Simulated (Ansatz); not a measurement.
Consider the formal exchange of groups at a B–Si bond: `NB[SiH2]N` + `[SiH3][SiH3]` → `NB[SiH2][SiH3]` + `N[SiH3]`.

Calculated with Ansatz (gas phase, PBE0-D4/def2-TZVP geometries, no zero-point term in ΔE). CCSD(T)/CBS adds triple-zeta CCSD(T) − MP2 to the extrapolated MP2 energy (def2 sets, frozen cores). This one scheme is used for every species. DFT in def2-TZVPP. B3LYP here is the variant with VWN-RPA as its local correlation; programs differ in this. Each species was taken in one conformer, which may not be the lowest.

```csv
level,ΔE (kcal/mol),difference from CCSD(T)/CBS
PBE-D4,-3.6,0.0
PBE0-D4,-3.8,-0.2
B3LYP-D4,-3.6,0.0
ωB97X-V,-3.5,0.1
ωB97M-V,-3.7,-0.1
B2PLYP,-3.6,0.0
PBE0,-3.6,0.0
B3LYP,-3.3,0.3
HF/def2-TZVPP,-3.4,0.2
MP2/def2-TZVPP,-4.2,-0.6
SCS-MP2/def2-TZVPP,-3.8,-0.2
HF/def2-QZVPP,-3.3,0.3
MP2/def2-QZVPP,-4.1,-0.5
SCS-MP2/def2-QZVPP,-3.8,-0.2
HF/CBS(def2),-3.3,0.3
CCSD/CBS(def2),-3.5,0.1
CCSD(T)/CBS,-3.6,0
```

Largest T1 diagnostic among the species: 0.014.
